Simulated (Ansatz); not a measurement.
The same path of C$_{2}$H$_{5}$AlGe (9 atoms, charge 0, multiplicity 1) was run twice with different band settings. Lost on the way: Al2–C4, C3–H8. Made: Al2–H8.

Theory: Ansatz 0.2.0, RKS PBE0/def2-SVP.

Relaxed end points:

```xyz
9
Properties=species:S:1:pos:R:3
Ge -0.393 1.593 -1.377
Al 0.063 -0.246 0.184
C -0.266 -1.545 1.489
C 1.051 -1.526 1.124
H 0.552 1.534 -2.592
H -0.183 2.948 -0.674
H -1.845 1.540 -1.887
H -0.766 -2.190 2.224
H 1.875 -2.153 1.492
```

```xyz
9
Properties=species:S:1:pos:R:3
Ge -0.615 1.413 -1.143
Al -0.752 -0.338 0.597
C 0.803 -1.376 1.006
C 1.810 -2.025 1.249
H 0.557 1.200 -2.122
H -0.416 2.804 -0.499
H -1.910 1.504 -1.980
H -2.082 -0.629 1.412
H 2.695 -2.599 1.463
```

Common settings: movable images 9; climbing image yes; spring 5.0 eV/Å²; optimiser quadratic models (default); force threshold 0.03 eV/Å; iteration limit 60; end points relaxed.

| run | start path |
| --- | --- |
| 1 | through a guess of the saddle point |
| 2 | straight line |

(1) What does each run give, and how far can it be trusted?

Results:

(1) Run 1: converged after 25 iterations, highest image 2.011 eV above the first end. Neighbouring images differ by up to 1.3 eV, so the band resolves the path poorly. A vibrational analysis at the climbing image gives one clearly imaginary mode, 790i cm⁻¹: a first-order saddle point.
Run 2: not converged after 60 iterations, highest image 1.996 eV above the first end. The band didn't meet its force threshold, so its energies are provisional: the largest band force was still 2.62 eV/Å, and over the last iterations the top moved between 2.00 and 2.21 eV. Neighbouring images lie up to 1.9 Å apart, so the band is torn or far too coarse.
The orbitals stay closed-shell, which can raise the energy where a bond breaks towards radicals; this wasn't checked here.
